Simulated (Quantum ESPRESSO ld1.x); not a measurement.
ld1.x (Quantum ESPRESSO 7.5) input

```
 &input
    atom='In',
    iswitch=1,
    rel=1,
    lsd=1,
    dft='PZ',
    config='[Ne] 3s2 3p5',
    prefix='ld1',
    max_out_wfc=37,
    file_charge='ld1.rho',
 /
```

Command: `OMP_NUM_THREADS=1 ld1.x < ld1.in > ld1.out`

Output (excerpt):

```
     Program LD1 v.7.5 starts

     --------------------------- All-electron run ----------------------------

     scalar relativistic calculation

     atomic number is 49.00
     dft =PZ   lsd =1 sic =0 latt =0  beta=0.20 tr2=1.0E-14
     Exchange-correlation= PZ
                           (   1   1   0   0   0   0   0)
     mesh =2063 r(mesh) =  99.90100 a.u. xmin = -8.00 dx = 0.00800
     1 Ry =  13.60569312 eV, c = 137.03599908

     n l     nl                  e(Ry)          e(Ha)          e(eV)
     1 0     1S 1( 1.00)     -2161.0402     -1080.5201    -29402.4499
     2 0     2S 1( 1.00)      -425.4192      -212.7096     -5788.1228
     2 1     2P 1( 3.00)      -395.2850      -197.6425     -5378.1270
     3 0     3S 1( 1.00)      -158.1727       -79.0863     -2152.0488
     3 1     3P 1( 3.00)      -148.5914       -74.2957     -2021.6891
     1 0     1S 2( 1.00)     -2160.8813     -1080.4406    -29400.2878
     2 0     2S 2( 1.00)      -425.2832      -212.6416     -5786.2730
     2 1     2P 2( 3.00)      -395.1175      -197.5588     -5375.8477
     3 0     3S 2( 1.00)      -157.8006       -78.9003     -2146.9859
     3 1     3P 2( 2.00)      -148.2135       -74.1067     -2016.5468

     final scf error:  3.9E-15 reached in  17 iterations

     Etot =  -10210.677105 Ry,   -5105.338553 Ha, -138923.339271 eV
     Total magnetization:    1.00 Bohr mag.

     Ekin =   10702.509151 Ry,    5351.254576 Ha,  145615.055155 eV
     Encl =  -22389.695075 Ry,  -11194.847538 Ha, -304627.320308 eV
     Eh   =    1673.235197 Ry,     836.617598 Ha,   22765.524608 eV
     Exc  =    -196.726378 Ry,     -98.363189 Ha,   -2676.598726 eV
```

Run on one thread of a shared host, so times are rough (Intel(R) Xeon(R) Processor @ 2.60GHz): 0.59 s of CPU time, 0.62 s wall, 17 iterations on 2063 mesh points.
